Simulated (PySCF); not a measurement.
C3H6O2SSi.
Numbering: `[CH2:1]=[C:2]([S:3][SiH3:4])[C:5](=[O:6])[OH:7]` (hydrogens: H8, H9 on C1; H10, H11, H12 on Si4; H13 on O7)

Structure optimised with GFN2-xTB, isolated species.

(1) What internal coordinates does the optimisation give?

## Answers

(1) 
| bond | length (Å) | order |
| --- | --- | --- |
| C1=C2 | 1.340 | double |
| C2–S3 | 1.747 | single |
| S3–Si4 | 2.184 | single |
| C2–C5 | 1.467 | single |
| C5=O6 | 1.216 | double |
| C5–O7 | 1.329 | single |
| C1–H8 | 1.075 | single |
| C1–H9 | 1.075 | single |
| Si4–H10, Si4–H12 | 1.452 | single |
| Si4–H11 | 1.468 | single |
| O7–H13 | 0.972 | single |

Bonds in one row agree within 0.01 Å and their mean is given. Orders are formal, as drawn. A selection of angles:
| angle | degrees |
| --- | --- |
| C2–C1–H8 | 121.1 |
| C2–C1–H9 | 120.5 |
| H8–C1–H9 | 118.4 |
| C1–C2–S3 | 122.5 |
| C1–C2–C5 | 121.4 |
| S3–C2–C5 | 116.1 |
| C2–S3–Si4 | 106.0 |
| S3–Si4–H10 | 110.1 |
| S3–Si4–H11 | 95.0 |
| H10–Si4–H11 | 107.5 |
| H10–Si4–H12 | 122.7 |
| C2–C5–O6 | 124.2 |
| C2–C5–O7 | 114.8 |
| O6–C5–O7 | 121.0 |
| C5–O7–H13 | 110.0 |

Torsions: C1–C2–S3–Si4 -179° (antiperiplanar); C1–C2–C5–O6 180° (antiperiplanar); H13–O7–C5–C2 180° (antiperiplanar).

Si4 and O6 aren't drawn bonded (4 bonds apart) but lie 2.41 Å from each other; Cordero's covalent radii sum to 1.77 Å. The 7 heavy atoms lie in one plane (0.009 Å rms). Si4 (SiH3 silicon) has angles from 95.0° to 122.7°. The 2 C–O bonds span 1.216 Å (C5=O6, drawn double) to 1.329 Å (C5–O7, drawn single), a spread of 0.113 Å. O7 (acid hydroxyl oxygen) is bent (angle 110.0°). Of the pairs four or more bonds apart, those above aside, O7···H8 is among the closest relative to their van der Waals radii: 2.40 Å, 88 % of the sum of Bondi's values. The C–C distances run from 1.340 Å (C1=C2, drawn double) to 1.467 Å (C2–C5, drawn single), a spread of 0.127 Å.

Point group: Cs (every atom within 0.08 Å of its image). Not checked by GFN2-xTB frequencies. The numbers are those of one conformer (C1–C2–S3–Si4 -179°, C1–C2–C5–O6 180°, C2–C5–O7–H 180°).

All values are computed, not measured.
